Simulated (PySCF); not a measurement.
C4H7PSSi.
Cartesian coordinates in Å at the GFN2-xTB level; atoms count from 1:
```xyz
14
C4H7PSSi angstrom
C     -2.7109   -0.5841   -0.0211
C     -1.2978   -0.0857    0.0288
C     -0.9866    1.2066    0.2928
S      0.6736    1.6320    0.3267
C      1.2679    0.0497   -0.0229
Si     3.1304   -0.1873   -0.1677
P      0.0855   -1.1743   -0.2429
H     -3.1365   -0.6215    0.9819
H     -3.3312    0.0744   -0.6276
H     -2.7404   -1.5861   -0.4435
H     -1.6952    1.9940    0.4826
H      3.5916    0.4435   -1.4077
H      3.3799   -1.6263   -0.1795
H      3.7687    0.4647    0.9780
```

Method: TDDFT PBE0/def2-SVPD, vertical, gas phase, core orbitals frozen in the response in PySCF 2.14.0, density-fitted response routines. GFN2-xTB frequencies show an imaginary mode (43i cm⁻¹), so this geometry is no minimum at that level.

Transition dipole moments from the ground state, in atomic units and in the frame of the coordinates above (overall signs are arbitrary), for the states with f of 0.002 or more among the lowest 8:

```json
{"state": "S1", "E (eV)": "4.746", "μx": "0.085", "μy": "0.698", "μz": "0.153"}
{"state": "S2", "E (eV)": "4.850", "μx": "-1.013", "μy": "-0.260", "μz": "0.039"}
{"state": "S3", "E (eV)": "4.939", "μx": "0.196", "μy": "0.012", "μz": "0.188"}
{"state": "S6", "E (eV)": "6.022", "μx": "-0.680", "μy": "0.647", "μz": "0.174"}
{"state": "S7", "E (eV)": "6.171", "μx": "0.004", "μy": "0.003", "μz": "0.156"}
{"state": "S8", "E (eV)": "6.362", "μx": "-0.246", "μy": "-0.194", "μz": "0.004"}
```

**Question.** Work out the oscillator strengths.

**Answer.** f = (2/3) ΔE |μ|² with ΔE in hartree (27.2114 eV).

| state | \|μ\|² (au) | \|μ\| (D) | f |
| --- | --- | --- | --- |
| S1 | 0.518 | 1.83 | 0.060 |
| S2 | 1.095 | 2.66 | 0.130 |
| S3 | 0.074 | 0.69 | 0.009 |
| S6 | 0.911 | 2.43 | 0.134 |
| S7 | 0.024 | 0.40 | 0.004 |
| S8 | 0.098 | 0.80 | 0.015 |

**Question.** Which bond between heavy atoms lies closest to the direction of the S6 transition dipole?

**Answer.** C2–P7, at 6° from it; next S4–C5 at 25°.

**Question.** What angle do the transition dipoles of S2 and S8 make?

**Answer.** |cos θ| = |μa·μb| / (|μa| |μb|) = 0.91, so θ ≈ 24° (taken between 0 and 90°, since the signs are arbitrary).

**Question.** How is the summed strength of these states shared among x, y and z?

**Answer.** (2/3) Σ ΔE μα² gives 0.205 for x, 0.132 for y and 0.015 for z, 0.353 in all.

**Question.** What peak molar absorption coefficient would the strongest computed level give as a lone Gaussian band 0.4 eV wide at half height?

**Answer.** ε(max) = 2.175×10⁸ f / FWHM, with the width in cm⁻¹. S6: 2.175×10⁸ × 0.1344 / 3226 ≈ 9100 L mol⁻¹ cm⁻¹.
